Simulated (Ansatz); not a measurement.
**How basis sets differ on CH4AlFS (SMILES [CH3][Al]([F])[SH])**

CH4AlFS has 8 atoms, charge 0, and is taken as a singlet. SMILES: `[CH3][Al]([F])[SH]`. The coordinates come from a PBE0-D4/def2-TZVP relaxation. This is one conformer, not always the lowest.

```xyz
8

C    -0.1648    1.1447   -0.0303
Al    0.7026   -0.5839   -0.0582
F     2.3413   -0.6841   -0.2222
S    -0.2959   -2.5101    0.1138
H    -1.2504    1.0673    0.0563
H     0.2011    1.7418    0.8101
H     0.0654    1.7031   -0.9422
H    -1.5071   -1.9358    0.2168
```

Each level gives the dipole moment (D). The values are calculated.

```json
{"level": "HF/STO-3G", "kind": "Hartree–Fock", "program": "Ansatz", "value (D)": "1.67", "CPU time": "1.2 s"}
{"level": "HF/3-21G", "kind": "Hartree–Fock", "program": "Ansatz", "value (D)": "3.71", "CPU time": "2 s"}
{"level": "HF/def2-SVP", "kind": "Hartree–Fock", "program": "Ansatz", "value (D)": "2.92", "CPU time": "5.2 s"}
{"level": "HF/def2-SVPD", "kind": "Hartree–Fock", "program": "Ansatz", "value (D)": "2.78", "CPU time": "11 s"}
```

The values span 1.67 to 3.71 D. Sets without polarisation functions give poor dipoles. CPU times are rough (shared hosts, several kinds of processor): they show what a rung costs within a factor of a few.
